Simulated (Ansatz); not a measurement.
ClH2In (SMILES [Cl][InH2]) moved off its minimum; all values from Ansatz (an electronic-structure program), cores frozen in correlated methods. Elements past Kr take the def2 small-core potentials, without spin–orbit coupling.
(charge 0, multiplicity 1)
```xyz
4

In    -0.0376    -0.2607    -0.5588
H     -1.7034    -0.3132    -1.3950
H      1.7092    -0.5046    -1.0109
Cl     0.1465     0.6386     1.7236
```

Forces at r2SCAN/def2-TZVPP (eV/Å):

```
atom      Fx      Fy      Fz
----  ------  ------  ------
In1    0.111   0.423   0.079
H2     1.362  -0.009   0.788
H3    -1.185   0.014   0.136
Cl4   -0.287  -0.428  -1.003
```

Question: Give the forces (eV/Å), the total energy and the dipole at CCSD(T)/def2-TZVPPD.

Answer: 
```json
[
 {"atom": "In1", "Fx": "0.051", "Fy": "0.427", "Fz": "0.161"},
 {"atom": "H2", "Fx": "1.146", "Fy": "-0.030", "Fz": "0.636"},
 {"atom": "H3", "Fx": "-0.917", "Fy": "-0.042", "Fz": "0.015"},
 {"atom": "Cl4", "Fx": "-0.280", "Fy": "-0.355", "Fz": "-0.812"}
]
```
Energy -650.2223 hartree, dipole 3.46 D.
